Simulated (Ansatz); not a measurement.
Rb₃H₂⁺, relaxed as a triplet with UKS r2SCAN-D4/def2-TZVP in Ansatz, starting from the r2SCAN-D4/def2-TZVP geometry of the charge +1 singlet. Force threshold 0.02 eV/Å.

In the def2 sets Rb takes a core potential; there is no spin–orbit coupling. The gap within one spin of the charge 1 triplet nearly closes, so an electron or hole may be smeared out by delocalisation error. The relaxation made no stability test and no search for a lower SCF solution. At r2SCAN-D4/def2-TZVP a singlet of charge 1 lies 3.12 eV below the triplet, each at its own geometry. The structure comes from a short search, and lower isomers may exist.

Start:

Cartesian coordinates in Å:
```
Rb -1.867 3.111 -3.611
Rb -0.342 0.180 0.386
Rb 2.299 -3.355 3.110
H 1.023 -1.642 1.785
H -1.113 1.704 -1.669
```

```
step  energy (eV)  largest force component (eV/Å)  SCF passes
   1   -1993.3089                           0.547          39
   2   -1993.4522                           0.230          21
   3   -1993.4971                           0.089          26
   4   -1993.5212                           0.051          22
   5   -1993.5238                           0.044          23
   6   -1993.5280                           0.009          22
   7   -1993.5289                           0.007          16
   8   -1993.5311                           0.008          21
   9   -1993.5316                           0.027          29
  10   -1993.5318                           0.026          33
  11   -1993.5320                           0.003          25
```

Force components are those of the run's own axes.

End:

| atom | x (Å) | y (Å) | z (Å) |
| --- | --- | --- | --- |
| Rb1 | -2.3155 | 3.6069 | -3.7540 |
| Rb2 | -0.0052 | 0.0027 | 0.0057 |
| Rb3 | 2.3270 | -3.6120 | 3.7400 |
| H4 | 1.0549 | -1.6426 | 1.7117 |
| H5 | -1.0612 | 1.6451 | -1.7033 |

By distances, no bond broke or formed. The bond that changes most is Rb1–H5, from 2.51 to 3.10 Å (atoms count from 1).

The force fell under the threshold at step 6, but the optimiser went on and released 0.004 eV more. No frequencies were taken in this run, so the end may be a saddle point.

Run time 31 s (4 threads of Arm Neoverse V2 on a shared host).
